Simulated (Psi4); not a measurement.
Intermolecular potential of C6H6 ··· H3ClSi (SMILES c1ccccc1 and [SiH3]Cl). Monomers: optimised at B3LYP-D3(BJ) (def2-TZVP), held rigid. Orientation: lowest of the rigid-body minima from ten starts at GFN2-xTB. The monomers approach along the line of their centres of mass (distance R); nothing else relaxes.

Calculation: SAPT0/jun-cc-pVDZ, frozen core (Psi4 1.11).

Components in kJ/mol:

```tsv
R / Å	electrostatics	exchange	induction	dispersion	total
2.90	-79.26	198.55	-17.08	-55.89	46.32
3.09	-44.97	113.95	-10.54	-40.78	17.66
3.31	-22.92	59.22	-6.07	-28.64	1.60
3.52	-11.69	31.39	-3.60	-20.67	-4.57
3.73	-5.67	16.50	-2.14	-15.08	-6.40
3.94	-2.51	8.63	-1.30	-11.12	-6.29
4.21	-0.59	3.73	-0.71	-7.62	-5.19
4.50	0.21	1.51	-0.40	-5.17	-3.85
5.05	0.52	0.26	-0.16	-2.61	-1.99
5.73	0.44	0.02	-0.07	-1.23	-0.83
6.73	0.28	0.00	-0.02	-0.47	-0.21
8.02	0.16	0.00	-0.01	-0.17	-0.01
```
